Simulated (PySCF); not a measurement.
Method: PBE0 in PySCF with Os def2-TZVP with ECP60, H def2-TZVP; scalar-relativistic core potentials, no spin–orbit coupling; density-fitted integrals. Open shells, if any, are unrestricted.

Problem. What spin state, shape and geometry does isolated OsH₃ take (every ligand bound to Os)?

Solution. Formally Os is in oxidation state +3, d5, with 1 unpaired electron (the high-spin count would be 5). The Mulliken spin on Os is 1.12. The polar-tensor charge on Os, 0.58, is far below the formal one. The lowest minimum found is a doublet of C3v symmetry with Os–H 1.583 Å (×3); H–Os–H 103.8° (×3). Its harmonic wavenumbers are 711 (a1), 731 (e), 2266 (e), 2304 (a1) cm⁻¹ and its dipole moment is 1.86 D.

Other isomers or separated fragments may lie lower. Open d and f shells are described by one determinant, and the ground state may have another occupation or spin. With an element this heavy the missing spin–orbit coupling can shift these numbers.
